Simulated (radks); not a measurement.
Valence configurations of Ru III (all share [Kr]). All-electron calculation, scalar-relativistic Kohn-Sham, PBE, spin-polarised, spherical densities, point nucleus; open shells are filled with parallel spins first (spin-orbit coupling, left out, can overturn this in heavy ions). Program: a radial shooting solver on a logarithmic mesh with Libxc functionals. Energies are relative to 4d6; eigenvalues in eV for spin up.

4d6: E (eV) 0.000; moment (Bohr magnetons) 4; e(4d) -25.297
4d5.5 5s0.5: E (eV) 1.387; moment (Bohr magnetons) 5; e(4d) -27.159; e(5s) -20.643
4d5 5s1: E (eV) 2.897; moment (Bohr magnetons) 6; e(4d) -29.051; e(5s) -21.583
4d4.5 5s1.5: E (eV) 8.118; moment (Bohr magnetons) 5; e(4d) -30.738; e(5s) -22.210
4d5 5p1: E (eV) 9.152; moment (Bohr magnetons) 6; e(4d) -30.127; e(5p) -15.966
4d4.5 5s0.5 5p1: E (eV) 13.302; moment (Bohr magnetons) 6; e(4d) -31.840; e(5p) -16.630; e(5s) -23.116
4d4 5s0.5 5p1.5: E (eV) 21.228; moment (Bohr magnetons) 6; e(4d) -34.072; e(5p) -17.573; e(5s) -24.279
4d4 5p2: E (eV) 24.586; moment (Bohr magnetons) 6; e(4d) -34.572; e(5p) -17.856
4d3 5s1 5p2: E (eV) 35.473; moment (Bohr magnetons) 6; e(4d) -38.009; e(5p) -19.092; e(5s) -26.216
4d2 5s2 5p2: E (eV) 51.154; moment (Bohr magnetons) 4; e(4d) -41.444; e(5p) -19.953; e(5s) -27.375

NIST lists [Kr] 4d6 as the ground configuration; this level of theory agrees among the configurations tried. The energies are those of spherical high-spin densities, not of single terms.
